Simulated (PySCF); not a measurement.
# Two-dimensional NMR puzzle

Compound of formula C5H2F6. Correlations simulated from computed shifts and couplings:

HSQC (one-bond C–H):
```csv
δH,δC,"1J(C,H) (Hz)"
5.73,91.7,184
```

HMBC (two and three bonds, |J| ≥ 2.5 Hz):
```csv
δH,δC [abs. J in Hz]
5.73,"228.5 [4.1], 106.0 [8.7]"
```

Carbons without hydrogens: δ 228.5, 132.5, 106.0.

Computed data (PySCF 2.14.0 with density-fitted response routines): σ from GIAO-B3LYP/pcSseg-2, structure optimised with PBE0-D3(BJ)/def2-SVP, spin–spin couplings from B3LYP/pcJ-1 (spin–dipole term only in couplings to heteroatoms). In vacuum, equivalent nuclei averaged, one computed conformer, relativity neglected.

References, each an isolated molecule treated in the same way: 1H (σref 31.39) and 13C (σref 179.19) against TMS.

Exchangeable hydrogens are left out of these lists, and C,H couplings along chains are those of one rotamer, so weak HMBC peaks may be missing or extra.

Task: Work out the connectivity.

Result: SMILES C=C=C(C(F)(F)F)C(F)(F)F.

Atom-mapped SMILES (the numbers label the heavy atoms): `[CH2:1]=[C:2]=[C:3]([C:4]([F:5])([F:6])[F:7])[C:8]([F:9])([F:10])[F:11]` (H(Xn): hydrogen on atom n).

1. δC 228.5 is C2, a central carbon of an allene.
2. δC 132.5 is C4/C8, a CF3 carbon.
3. δC 106.0 is C3, a terminal carbon of a cumulated C=C=C unit.
4. δC 91.7 is C1, a terminal carbon of a cumulated C=C=C unit (δH 5.73).
5. HMBC from δH 5.73 reaches the proton-free carbons C2, C3.

The shifts were computed for this structure.

Common functionals overestimate the size of one-bond C–F couplings by tens of Hz; these are unscaled. Shifts are as computed. Against solution values, carbons near 30 ppm lie about +3 ppm off and those near 130 ppm about +8 ppm (rms about the fit 2.4 ppm; single classes can miss by 10 ppm). Of 1328 compounds with measured shifts, 309 miss one by over three times the rms of a fit or turn the order of signals round; such compounds aren't used in these exercises. Signals without a measured value on file couldn't be tested in this way; 1H shifts scatter by 0.2 ppm about their fit, and single ones miss by 0.5 ppm.
